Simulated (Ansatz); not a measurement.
`C[O][GeH]([OH])[Cl]` + CH₄ → `[CH3][GeH]([OH])[Cl]` + CH₃OH  (formal exchange of groups at a Ge–O bond)

Computed with Ansatz on PBE0-D4/def2-TZVP structures; ΔE is electronic, products minus reactants. CCSD(T)/CBS is the MP2 limit (def2-TZVPP, def2-QZVPP) plus CCSD(T) − MP2 in def2-TZVPP, frozen cores. This one scheme is used for every species. Functionals use def2-TZVPP. For Ge outer-core shells are correlated without core-valence functions, which leaves a few kJ/mol of doubt a bond. Scalar relativity is left out up to krypton. Each species was taken in one conformer, which may not be the lowest.

`C[O][GeH]([OH])[Cl]`:

Z-matrix (Å, degrees):
```
C
O 1 1.413
H 1 1.095 2 111.8
H 1 1.097 2 111.9 3 -122.2
H 1 1.091 2 107.5 3 119.1
Ge 2 1.758 1 121.0 3 58.0
Cl 6 2.153 2 107.2 1 -52.2
O 6 1.750 2 106.3 1 -170.6
H 6 1.526 2 114.8 1 69.1
H 8 0.961 6 112.6 2 47.6
```

CH₄:

```xyz
5

C     0.000    0.000    0.000
H     0.437   -0.089   -0.994
H     0.729    0.442    0.679
H    -0.282   -0.988    0.363
H    -0.884    0.636   -0.047
```

`[CH3][GeH]([OH])[Cl]`:

Cartesian coordinates in Å:
```
C -0.583 0.052 1.111
Ge 0.673 -0.094 -0.354
O 0.250 0.972 -1.702
Cl 0.581 -2.135 -1.068
H -0.291 -0.618 1.920
H -0.601 1.078 1.480
H -1.581 -0.225 0.769
H 2.134 0.233 -0.035
H -0.582 0.737 -2.121
```

CH₃OH:

```xyz
6

C     0.113    0.337    0.027
O    -0.409   -0.809   -0.605
H     0.174    1.119   -0.730
H     1.122    0.171    0.427
H    -0.531    0.697    0.839
H    -0.469   -1.514    0.043
```

```
             level  ΔE (eV)
         revPBE-D4     0.51
        r2SCAN0-D4     0.54
           ωB97X-V     0.55
RPA@PBE/def2-TZVPP     0.54
  CCSD(T)/def2-SVP     0.69
SCS-MP2/def2-TZVPP     0.58
     HF/def2-QZVPP     0.61
     MP2/CBS(def2)     0.53
```

Question: What does CCSD(T)/CBS give? (Best estimate.)

Answer: Computed: +0.52 eV. The listed levels differ from it by -0.01, 0.02, 0.03, 0.02, 0.17, 0.06, 0.09, 0.01 eV.

Largest T1 diagnostic among the species: 0.011.

Leaving LDA and LC-ωPBE aside and taking each functional with its dispersion term where it has one, the values, not all of them listed here, spread over 0.13 eV, from HSE06-D4 to B97M-V. From r2SCAN to r2SCAN0 (25 % exact exchange), in def2-TZVPP and without D4, ΔE moves by −0.03 eV. The D4 term adds +0.03 eV with B3LYP and +0.02 eV with PBE0; it sums over pairs of atoms, weighted by their polarisabilities, and B3LYP, whose exchange is more repulsive, gets the larger term.

B3LYP here is the variant with VWN-RPA as its local correlation; programs differ in this.
